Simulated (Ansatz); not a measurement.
Species: C2HCl4, charge 0, multiplicity 2. It need not be the lowest isomer of its formula. 
Coordinates optimised at B3LYP-D3(BJ)/def2-TZVP (Ansatz, a quantum-chemistry and plane-wave program):
```
C
C 1 1.4712
H 2 1.0775 1 120.26
Cl 2 1.6895 3 117.72 1 168.49
Cl 1 1.7872 2 108.14 3 -18.32
Cl 1 1.7946 2 112.00 3 -139.08
Cl 1 1.8211 2 110.75 3 100.54
```
Charge 0, spin multiplicity 2.

Total electronic energies in hartree. Correlated levels leave the core frozen unless marked. Open shells are spin-unrestricted. Spin-orbit coupling is left out. Non-relativistic. CBS marks a two-point X^-3 extrapolation of the correlation energy; Hartree-Fock from the larger set. [CCSD(T)-MP2]/basis is that difference in the basis named.

| level | program | energy (Eh) |
|---|---|---|
| BLYP/def2-TZVPD | Ansatz | -1917.58857 |
| PBE0-D3(BJ)/def2-TZVPD | Ansatz + dftd3 | -1916.94585 |
| PBE0-D4/def2-TZVP | Ansatz + dftd4 | -1916.94322 |
| PBE0/def2-TZVPD | Ansatz | -1916.93632 |
| B2GP-PLYP-D3(BJ)/def2-TZVPD | Ansatz + dftd3 | -1916.84604 |
| RPA@PBE/cc-pV(T+d)Z | Ansatz | -1916.01382 |
| SCS-MP2/cc-pV(D+d)Z | Ansatz | -1915.04727 |
| CCSD(T)/cc-pV(D+d)Z | Ansatz | -1915.16628 |
| RI-MP2/CBS(cc-pV(T+d)Z,cc-pV(Q+d)Z)+[CCSD(T)-MP2]/cc-pV(T+d)Z | Ansatz | -1915.7226 |

Totals of different functionals don't rank their quality; only differences between species are comparable.
